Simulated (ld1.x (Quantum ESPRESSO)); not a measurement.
# Building the TM potential for As (LDA (PZ), fully relativistic).

| Quantity | Value |
| --- | --- |
| Element | arsenic (As) |
| Generator | ld1.x (Quantum ESPRESSO) 7.5 |
| Type | norm-conserving Troullier–Martins (Kleinman–Bylander form) |
| Functional | LDA (PZ) |
| Relativity | fully relativistic |
| Frozen core | [Ne] |
| Valence charge | 23 |
| Reference configuration | 3s2 3p6 3d10 4s2 4p3 |
| Partial waves | 3s (bound): rc 0.75 bohr; 3p (bound): rc 0.70 bohr; 3d (bound): rc 0.70 bohr |
| Local potential | all-electron potential smoothed inside 0.70 bohr (lloc = -1) |
| Core correction | Bessel-smoothed model core inside 0.40 bohr |

Open shells are filled in proportion to 2j + 1 (rel_dist='average').

Occupied shells without a wave of their own: 4p, 4s. They enter only through the test configuration that unscreens the potential, and ld1.x also counts them in the model core charge.

All-electron outer shells of the reference configuration (LDA (PZ), scalar-relativistic, ld1.x):

| shell | level (eV) | outermost node (bohr) | outermost maximum (bohr) |
| --- | --- | --- | --- |
| 2s | -1484.34 | 0.06 | 0.17 |
| 2p | -1302.98 | – | 0.14 |
| 3s | -189.50 | 0.25 | 0.52 |
| 3p | -133.41 | 0.22 | 0.52 |
| 3d | -40.89 | – | 0.47 |
| 4s | -14.70 | 0.73 | 1.61 |
| 4p | -5.35 | 0.78 | 1.97 |

Tests: 3s2 3p6 3d10 4s2 4p2; 3s2 3p6 3d10 4s2 4p1; 3s2 3p6 3d10 4s2 4p0; 3s2 3p6 3d10 4s2 4p2.5; 3s1 3p6 3d10 4s2 4p3; 3s2 3p6 3d10 4s1 4p4; 3s2 3p5 3d10 4s2 4p3. Which has the largest error in its energy relative to the reference configuration, and how large is it?

3s2 3p6 3d10 4s2 4p0, with -1517 meV (all-electron minus pseudo) on +55.54 eV.

A Bessel basis up to 400 Ry misses an occupied level by 0.22 Ry, so cutoffs and ghosts were not judged. The potential misses its own reference levels by up to 0.4 eV. ld1.x takes every shell without a wave as core, so the model core holds the 4p, 4s electrons as well and exchange and correlation see them twice. This cancels in the reference configuration, but the file is broken for other ones, and its errors say nothing about a proper core correction.
